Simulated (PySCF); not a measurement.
Species: C6H10N2.
Structure used (PBE0-D3(BJ)/def2-SVP), in Å, numbered top down from 1:
```
atom  x, y, z in Å
C1    -1.542    1.171   -0.848
C2    -0.933    0.248    0.208
C3    -1.584   -1.135    0.193
C4     0.556    0.164    0.080
N5     1.429    0.557    0.978
C6     2.663    0.297    0.447
C7     2.540   -0.266   -0.799
N8     1.187   -0.344   -1.019
H9    -2.626    1.283   -0.693
H10   -1.397    0.771   -1.866
H11   -1.085    2.171   -0.812
H12   -1.090    0.700    1.200
H13   -1.443   -1.637   -0.779
H14   -1.157   -1.783    0.972
H15   -2.669   -1.058    0.366
H16    3.580    0.527    0.988
H17    3.271   -0.608   -1.527
H18    0.740   -0.711   -1.848
```

Theory: delta-SCF UKS SCAN, pcX-2 on the ionised atom, pcseg-1 elsewhere, spin-free X2C (PySCF). The ground state was rerun for each ionised atom, in the same mixed basis as its hole state.

```json
{"ionised atom": "C1", "basis functions": "193", "E(ground) (Eh)": "-344.10785", "E(ionised) (Eh)": "-333.42671"}
{"ionised atom": "C2", "basis functions": "193", "E(ground) (Eh)": "-344.10954", "E(ionised) (Eh)": "-333.41866"}
{"ionised atom": "C4", "basis functions": "193", "E(ground) (Eh)": "-344.11396", "E(ionised) (Eh)": "-333.40307"}
{"ionised atom": "C6", "basis functions": "193", "E(ground) (Eh)": "-344.11248", "E(ionised) (Eh)": "-333.43966"}
{"ionised atom": "C7", "basis functions": "193", "E(ground) (Eh)": "-344.11167", "E(ionised) (Eh)": "-333.42440"}
{"ionised atom": "N5", "basis functions": "193", "E(ground) (Eh)": "-344.12067", "E(ionised) (Eh)": "-329.27892"}
{"ionised atom": "N8", "basis functions": "193", "E(ground) (Eh)": "-344.11993", "E(ionised) (Eh)": "-329.18792"}
```

Question: Turn these total energies into binding energies.

Answer: E(ionised) − E(ground), at 27.2114 eV a hartree:

```
atom                          environment  difference (Eh)  binding energy (eV)
  C1                        methyl carbon         10.68114               290.65
  C2                 benzylic-type carbon         10.69088               290.91
  C4          substituted aromatic carbon         10.71089               291.46
  C6  aromatic CH next to a ring nitrogen         10.67282               290.42
  C7  aromatic CH next to a ring nitrogen         10.68727               290.82
  N5               pyridine-type nitrogen         14.84175               403.86
  N8                pyrrole-type nitrogen         14.93201               406.32
```

Question: How much do the ground-state energies differ, and what would follow from using one of them for all holes?

Answer: They run from -344.1207 Eh (core basis on N5) to -344.1079 Eh (on C1), 0.0128 Eh or 0.35 eV apart, though the state is the same; only basis and grid differ. Pairing the ion of C1 with the ground state of N5 would put its binding energy 0.35 eV too high.

Only 1s holes are shown. The first atom of each set that the bonding makes equivalent was ionised and stands for the set. Geometry: PBE0-D3(BJ)/def2-SVP, one conformer, isolated molecule.

The run took 90 s of wall time on Arm Neoverse V1, one thread, no GPU (shared host).
